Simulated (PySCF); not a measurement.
HP, SMILES [PH], multiplicity 3. Atoms are numbered in the order given.

```xyz
2

P      0.0000     0.0000    -0.0892
H      0.0000     0.0000     1.3386
```
Charge 0, spin multiplicity 3.

Geometry optimised at PBE0-D3(BJ)/def2-TZVPD.

Calculation: PBE0/pcH-1 in PySCF.

Unrestricted Kohn–Sham, ⟨S²⟩ = 2.007. Hyperfine tensors hold the contact and dipolar terms, without spin-orbit corrections.

Computed hyperfine couplings:
| nucleus | A(iso) (MHz) | A(iso) (G) | dipolar principal values (MHz) |
|---|---|---|---|
| 31P no. 1 | 1.8 | 0.6 | -323.7, 161.9, 161.9 |
| 1H no. 2 | -38.6 | -13.8 | -7.6, -7.6, 15.1 |
